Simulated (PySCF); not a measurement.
1,2-difluorocyclopenta-1,3-diene (C5H4F2), SMILES C1(F)C=CCC=1F.

Geometry: B3LYP-D3(BJ)/def2-SVP. The values are those of a single conformer.

Computed with PBE/def2-TZVP (PySCF).

Symmetry labels are those of the subgroup Cs that the program uses (full group Cs).

Computed valence orbital energies around the gap with their symmetry:
```csv
orbital,symmetry,energy (eV)
HOMO−7,A",-11.00
HOMO−6,A',-10.75
HOMO−5,A",-10.49
HOMO−4,A',-9.65
HOMO−3,A',-9.34
HOMO−2,A',-8.16
HOMO−1,A",-7.44
HOMO,A",-5.27
LUMO,A",-1.69
LUMO+1,A',0.40
LUMO+2,A',0.69
LUMO+3,A",0.91
```
